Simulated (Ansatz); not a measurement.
**What each rung costs, and what it gives**

Saddle point of CH6MgSe, closed shell (CH₄Mg ([CH3][MgH]) + H₂Se → CH₄MgSe ([CH3][Mg][SeH]) + H₂; bonds formed: H2–H4; dative contacts that become bonds: Mg1–Se5; bonds broken: Mg1–H2, H4–Se5), PBE0-D4/def2-TZVP structure:

```json
{"atom": "Mg1", "x (Å)": "-0.4031", "y (Å)": "0.3661", "z (Å)": "0.2535"}
{"atom": "H2", "x (Å)": "-1.0510", "y (Å)": "2.0080", "z (Å)": "0.0293"}
{"atom": "C3", "x (Å)": "0.1348", "y (Å)": "-1.3471", "z (Å)": "1.3008"}
{"atom": "H4", "x (Å)": "-0.6570", "y (Å)": "1.7507", "z (Å)": "-1.3494"}
{"atom": "Se5", "x (Å)": "-0.0434", "y (Å)": "0.8743", "z (Å)": "-2.5154"}
{"atom": "H6", "x (Å)": "-0.0895", "y (Å)": "-1.2681", "z (Å)": "2.3692"}
{"atom": "H7", "x (Å)": "-0.3935", "y (Å)": "-2.2269", "z (Å)": "0.9191"}
{"atom": "H8", "x (Å)": "1.2062", "y (Å)": "-1.5522", "z (Å)": "1.2055"}
{"atom": "H9", "x (Å)": "1.2965", "y (Å)": "1.3951", "z (Å)": "-2.2124"}
```

Barriers are electronic and count from the start structure reached by relaxing down the imaginary mode.

Program: Ansatz 0.2.0. Basis: as named in each row. Cores are frozen in the correlated methods. Filled d shells of the heavier atoms are correlated. The outer core shell of Li, Na, Mg and K is correlated. The def2 sets are not built for correlating such inner shells, so the correlated values are less sure here. B3LYP uses VWN-RPA correlation. Extrapolation: Hartree–Fock as exp(−7.88 √X), correlation as X^−2.97.

Times are rough, for one single point on 4 threads of a shared host (Arm Neoverse V1).

The estimate by CCSD(T) at an estimated basis limit (MP2 extrapolated from triple and quadruple zeta, plus CCSD(T) − MP2 in triple zeta) is 0.232 eV.

```
      method       basis  time (s)  barrier (eV)  method less estimate
          HF      STO-3G   under 1         0.843                 0.611
      PBE-D4      STO-3G   under 1         0.099                -0.133
       SPW92    def2-SVP   under 1        -0.049                -0.280
      PBE-D4    def2-SVP   under 1         0.080                -0.152
    B3LYP-D4       6-31G   under 1         0.267                 0.036
       SPW92  def2-TZVPP   under 1        -0.073                -0.305
     PBE0-D4    def2-SVP   under 1         0.184                -0.048
      PBE-D4  def2-TZVPP         1         0.050                -0.182
     BLYP-D4  def2-TZVPP         1         0.131                -0.101
    BHLYP-D4  def2-TZVPP         2         0.316                 0.084
    B3LYP-D4  def2-TZVPP         2         0.199                -0.032
     PBE0-D4  def2-TZVPP         2         0.143                -0.089
CAM-B3LYP-D4  def2-TZVPP         2         0.270                 0.038
   r2SCAN-D4  def2-TZVPP         3         0.088                -0.144
  r2SCAN0-D4  def2-TZVPP         3         0.161                -0.071
      B2PLYP  def2-TZVPP         3         0.234                 0.003
    PBE-QIDH  def2-TZVPP         3         0.223                -0.009
  RPA on PBE  def2-TZVPP         4         0.321                 0.089
     CCSD(T)    def2-SVP         4         0.387                 0.155
     wB97M-V    def2-SVP         4         0.332                 0.100
     wB97X-V  def2-TZVPP         6         0.307                 0.076
      B97M-V  def2-TZVPP         6         0.259                 0.027
     wB97M-V  def2-TZVPP         6         0.296                 0.064
         MP2  def2-QZVPP        12         0.216                -0.015
     CCSD(T)  def2-TZVPP        74         0.292                 0.061
```

All methods are single points on the PBE0-D4 structures; a negative value means that the method puts the saddle structure below the start.

T1 diagnostic: at most 0.009.

Labels in which every atom is bracketed show which atoms are joined, not bond orders.
